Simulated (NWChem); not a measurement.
System meant: HfClF$_{3}$; SMILES [Hf]([Cl])([F])([F])[F]

The following NWChem deck was run.

```
start job
memory heap 200 mb stack 900 mb global 1100 mb
geometry units angstroms noautoz
  Hf     0.000000     0.000000     0.173802
  F      1.093723    -1.421067     0.831139
  F      0.683818     1.657725     0.831139
  F     -1.777541    -0.236659     0.831139
  Cl     0.000000     0.000000    -2.182943
end
basis spherical
  * library def2-svp
end
ecp
  Hf library def2-ecp
end
dft
  odft
  mult 2
  xc b3lyp
  iterations 150
  mulliken
end
task dft energy
```

End of the output:

```
 Summary of "ao basis" -> "" (spherical)
 ------------------------------------------------------------------------------
       Tag                 Description            Shells   Functions and Types
 ---------------- ------------------------------  ------  ---------------------
 *                          def2-svp                  on all atoms

                                 NWChem DFT Module
                                 -----------------

 Summary of "ao basis" -> "ao basis" (spherical)
 ------------------------------------------------------------------------------
       Tag                 Description            Shells   Functions and Types
 ---------------- ------------------------------  ------  ---------------------
 Hf                         def2-svp                12       32   6s3p2d1f
 F                          def2-svp                 6       14   3s2p1d
 Cl                         def2-svp                 8       18   4s3p1d

 Summary of "ao basis" -> "ao basis" (spherical)
 ------------------------------------------------------------------------------
       Tag                 Description            Shells   Functions and Types
 ---------------- ------------------------------  ------  ---------------------
 Hf                         def2-svp                12       32   6s3p2d1f
 F                          def2-svp                 6       14   3s2p1d
 Cl                         def2-svp                 8       18   4s3p1d

      Symmetry analysis of basis
      --------------------------

        a          36
        e+         28
        e-         28

  Rotation of axis
  number of electrons :                   56
  multiplicity        :                    2
 ------------------------------------------------------------------------
  no. of electrons and multiplicity not compatible                  56
 ------------------------------------------------------------------------
 ------------------------------------------------------------------------
  current input line :
    23: task dft energy
 ------------------------------------------------------------------------
 ------------------------------------------------------------------------
 There is an error in the input file
 ------------------------------------------------------------------------
 For more information see the NWChem manual at https://nwchemgit.github.io

0: no. of electrons and multiplicity not compatible:Received an Error in Communication
```

Task: Find the fault in this run and fix the input.

Result: The input was rejected before any calculation. Cause: the multiplicity doesn't fit the number of electrons (an even count wants an odd multiplicity, and the reverse). This input runs:
```
start job
memory heap 200 mb stack 900 mb global 1100 mb
geometry units angstroms noautoz
  Hf     0.000000     0.000000     0.173802
  F      1.093723    -1.421067     0.831139
  F      0.683818     1.657725     0.831139
  F     -1.777541    -0.236659     0.831139
  Cl     0.000000     0.000000    -2.182943
end
basis spherical
  * library def2-svp
end
ecp
  Hf library def2-ecp
end
dft
  xc b3lyp
  iterations 150
  mulliken
end
task dft energy
```
It converges to -807.73910 Ha (B3LYP/def2-SVP with def2 effective core potentials on Hf).
